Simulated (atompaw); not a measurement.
**Logarithmic derivatives: Se (Z = 34), PAW (atompaw)**

selenium, PAW, made with atompaw 4.2.0.5 (LDA (PW92), scalar-relativistic). Core [Ar] 3d10, reference 4s2 4p3 (charge +1). Waves: 4s (bound): rc 1.65 bohr; 4s channel at 2.7 Ry: rc 1.65 bohr; 4p (bound): rc 1.65 bohr; 4p channel at 0.95 Ry: rc 1.65 bohr. Local part: bessel scheme, radius 1.10 bohr. Core correction: smooth core density matched at 0.95 bohr. Augmentation charge: besselshape compensation charge, radius 1.45 bohr; PAW radius 1.65 bohr; waves and projectors: custom rrkj vanderbiltortho.

The phase is arctan(r·u′/u) with u = r·R(r), unwrapped; energies in Ry, scanned from -4 to 5 Ry. A pole is an energy at which the radial function vanishes at the test radius. The pseudo phase is shifted by a multiple of π to meet the all-electron one at the reference energy, and phase errors are pseudo minus all-electron; the curves can meet again beyond the range given. Levels narrower than the energy grid can be missing from the lists of poles.

| channel | radius (bohr) | reference energy (Ry) | poles, all-electron | poles, pseudo | unbroken range about the reference energy with phases within 0.05 rad | phase error 1 Ry above the reference energy (rad) |
| --- | --- | --- | --- | --- | --- | --- |
| s | 1.66 | -1.99 | 2.72 | 2.72 | the whole range | -0.000 |
| p | 1.66 | -1.15 | 4.66 | 4.61 | the whole range | -0.000 |

Note: ghost state, extra bound levels that the all-electron valence spectrum of the same l lacks: d at -5.6 eV. A true bound ghost makes a file unfit for plane-wave use.

Phases in the s channel:

| E (Ry) | all-electron | pseudo |
| --- | --- | --- |
| -4.00 | 0.931 | 0.930 |
| -3.52 | 0.779 | 0.779 |
| -3.04 | 0.534 | 0.534 |
| -2.56 | 0.142 | 0.142 |
| -2.08 | -0.356 | -0.356 |
| -1.60 | -0.773 | -0.773 |
| -1.12 | -1.039 | -1.039 |
| -0.64 | -1.203 | -1.203 |
| -0.16 | -1.310 | -1.310 |
| 0.32 | -1.384 | -1.384 |
| 0.80 | -1.439 | -1.440 |
| 1.28 | -1.482 | -1.482 |
| 1.76 | -1.517 | -1.517 |
| 2.24 | -1.546 | -1.546 |
| 2.72 | -1.571 | -1.571 |
| 3.20 | -1.593 | -1.593 |
| 3.68 | -1.614 | -1.614 |
| 4.16 | -1.633 | -1.634 |
| 4.64 | -1.652 | -1.653 |
